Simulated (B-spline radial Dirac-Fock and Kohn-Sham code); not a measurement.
# Dipole and non-dipole photoemission parameters of Ag³⁺ 3s

System: Ag³⁺, configuration [Kr] 4d8; threshold 746.2 eV (orbital energy of the model). Calculated with a B-spline atomic structure program, using Dirac-Hartree-Slater photoionisation with a Latter tail; cross sections with all multipoles, angular parameters from the dipole term and its interference with E2.

Input file task.json (cfg lists n, l and occupation; rrms is the nuclear radius in fm):

```json
{"items": [{
  "Z": 47,
  "q": 3,
  "cfg": [[1, 0, 2], [2, 0, 2], [2, 1, 6], [3, 0, 2], [3, 1, 6], [3, 2, 10], [4, 0, 2], [4, 1, 6], [4, 2, 8]],
  "A": 107,
  "rrms": 4.5454,
  "do": "xps",
  "hv": [68.4, 80, 100, 130.0, 163.0, 200, 202.0, 214.0, 218.0, 290.0, 425.0, 715.0, 746.0, 1000, 1160.0, 1253.6, 1486.9, 1860.0, 1940.0, 1970.0, 2830.0, 2950.0, 4040.0, 5414.7, 5830.0, 7540.0, 9251.7, 12000.0, 13700.0]
}]}
```

Command: `python xray2_run.py task.json out`

For linearly polarised light dσ/dΩ = σ/(4π) [1 + β P₂(cos θ) + (δ + γ cos²θ) sin θ cos φ], with θ from the polarisation vector and φ the angle between the beam and the projection of the electron momentum on the plane normal to the polarisation.

| hν (eV) | σ (kb) | β | γ |
| --- | --- | --- | --- |
| 1000 | 71.1 | 1.989 | 0.520 |
| 1160 | 57.8 | 1.990 | 0.398 |
| 1253.6 | 51.7 | 1.990 | 0.338 |
| 1486.9 | 39.9 | 1.991 | 0.215 |
| 1860 | 27.9 | 1.992 | 0.078 |
| 1940 | 26.0 | 1.993 | 0.056 |
| 1970 | 25.3 | 1.993 | 0.048 |
| 2830 | ? | ? | ? |
| 2950 | 12.5 | 1.994 | -0.090 |
| 4040 | 6.97 | 1.994 | -0.086 |
| 5414.7 | 3.93 | 1.994 | 0.017 |
| 5830 | 3.39 | 1.994 | 0.059 |
| 7540 | 2.01 | 1.994 | 0.256 |
| 9251.7 | 1.30 | 1.994 | 0.471 |
| 12000 | 0.738 | 1.994 | 0.809 |
| 13700 | 0.548 | 1.993 | 1.011 |

Question: Give the values at 2830 eV.

Answer: σ = 13.5 kb, β = 1.993, γ = -0.082. For an s subshell δ is negligible.
